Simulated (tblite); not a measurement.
**Question.** What does the GFN2-xTB structure of `C#C/C(F)=C/C=C\C=C` look like in three dimensions?

**Answer.** 
```xyz
16
C8H7F angstrom
C      4.2603   -0.5361   -0.4730
C      3.1658   -0.1430   -0.7778
C      1.9034    0.3329   -1.1780
F      1.8809    0.9198   -2.3994
C      0.7792    0.2369   -0.4422
C     -0.4921    0.7311   -0.8723
C     -1.6486    0.6654   -0.1805
C     -1.8395    0.0879    1.1222
C     -3.0224    0.0633    1.7357
H      5.2050   -0.8888   -0.1837
H      0.8713   -0.2432    0.5195
H     -0.5018    1.1987   -1.8485
H     -2.5376    1.0842   -0.6349
H     -0.9779   -0.3415    1.6140
H     -3.9030    0.4820    1.2765
H     -3.1506   -0.3731    2.7111
```

Orientation and origin are arbitrary. Atoms count from 1 in this order. The 9 heavy atoms lie in one plane (0.001 Å rms). The 7 C–C bonds span 1.202 Å (C1≡C2, drawn triple) to 1.438 Å (C7–C8, drawn single), a spread of 0.236 Å. Of the pairs four or more bonds apart, H11···H14 is among the closest relative to their van der Waals radii: 2.15 Å, 90 % of the sum of Bondi's values.

Bonds between heavy atoms (Å): C1≡C2 1.202, C2–C3 1.407, C3–F4 1.355, C3=C5 1.347, C5–C6 1.430, C6=C7 1.349, C7–C8 1.438, C8=C9 1.333.

Computed geometry: GFN2-xTB, gas phase.

Point group: Cs (every atom within 0.08 Å of its image). Its GFN2-xTB frequencies are all real (lowest 58 cm⁻¹). The numbers are those of one conformer (C3–C5–C6–C7 180°, C6–C7–C8–C9 180°).
